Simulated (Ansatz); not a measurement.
Frontier orbitals of H5NOSSeSi (`N[Si](O)(S)[SeH]`).

Z-matrix (Å, degrees):
```
Si
O 1 1.639
S 1 2.129 2 114.9
N 1 1.693 2 103.0 3 120.9
Se 1 2.292 2 110.4 3 -112.5
H 2 0.959 1 115.2 3 78.6
H 3 1.345 1 92.9 2 51.2
H 4 1.006 1 120.7 2 33.2
H 4 1.005 1 121.5 2 -172.1
H 5 1.469 1 91.7 2 -75.7
```

The species carries charge 0 and has multiplicity 1. Correlated methods include outer-core shells of Se, which these sets cover unevenly. Scalar relativity is left out up to krypton. All single points use the PBE0-D4/def2-TZVP geometry. It is one conformer, not always the lowest. Basis def2-TZVPP, Ansatz 0.2.0.

Orbital energies of one run (eV). Highest occupied ones, from the top: -6.47, -7.23, -7.26, -8.42, -8.95, -9.97, -10.13, -10.69, -11.76, -12.56, -13.63, -15.07, -18.81, -19.89. Empty: -0.35, 0.46, 0.70, 1.06, 1.22, 1.94.

Q: Which functional gave them?
A. BLYP
B. r2SCANh
C. PBE
D. BHLYP

A: B. HOMO energies: r2SCANh -6.47, PBE -5.74, BLYP -5.57, BHLYP -7.97 eV.
